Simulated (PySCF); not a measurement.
## Electron correlation in Ge²⁺ (germanium, charge +2)

[Ar] 3d10 4s2, closed-shell 1S. Calculation: PySCF 2.14, in def2-SVP (5s4p3d, 32 functions); no relativity, point nucleus. Frozen: [Ar] 3d10; 2 electrons correlated.

Total MP2 correlation energy: -26.72 mhartree.

Same-spin part 0.00 and opposite-spin part -26.72 mhartree; SCS-MP2 scales them by 1/3 and 6/5 to -32.06 mhartree.

With two correlated electrons CCSD is exact within the correlated space (frozen core and kept virtual orbitals).

```tsv
level	correlation energy (mhartree)
CCSD	-39.19
```

Diagnostics: T1 = 0.0045, D1 = 0.0063, largest double amplitude 0.106.

Cost of the coupled-cluster step: 0.03 s of wall time on 1 thread of Intel(R) Xeon(R) 6975P-C (shared host), for 2 correlated electrons.

Iterations:

```
CC2 = 0
CCSD nocc = 1, nmo = 18
frozen orbitals [0, 1, 2, 3, 4, 5, 6, 7, 8, 9, 10, 11, 12, 13]
max_cycle = 100
direct = 0
conv_tol = 1e-08
conv_tol_normt = 1e-06
diis_space = 8
diis_start_cycle = 0
Init t2, MP2 energy = -2074.25048031584  E_corr(MP2) -0.0267170993532396
Init E_corr(CCSD) = -0.0267170993533514
cycle = 1  E_corr(CCSD) = -0.0345840360741499  dE = -0.00786693672  norm(t1,t2) = 0.0442592
cycle = 2  E_corr(CCSD) = -0.0373270279348417  dE = -0.00274299186  norm(t1,t2) = 0.0180617
cycle = 3  E_corr(CCSD) = -0.0392006505650196  dE = -0.00187362263  norm(t1,t2) = 0.00777599
cycle = 4  E_corr(CCSD) = -0.0391867557939718  dE = 1.3894771e-05  norm(t1,t2) = 0.000283126
cycle = 5  E_corr(CCSD) = -0.0391890944402051  dE = -2.33864623e-06  norm(t1,t2) = 2.17393e-05
cycle = 6  E_corr(CCSD) = -0.0391876725347821  dE = 1.42190542e-06  norm(t1,t2) = 4.60535e-06
cycle = 7  E_corr(CCSD) = -0.0391878724890162  dE = -1.99954234e-07  norm(t1,t2) = 8.04236e-07
cycle = 8  E_corr(CCSD) = -0.0391878762988692  dE = -3.80985294e-09  norm(t1,t2) = 3.3054e-08
CCSD converged
E(CCSD) = -2074.262951092789  E_corr = -0.03918787629886918
```
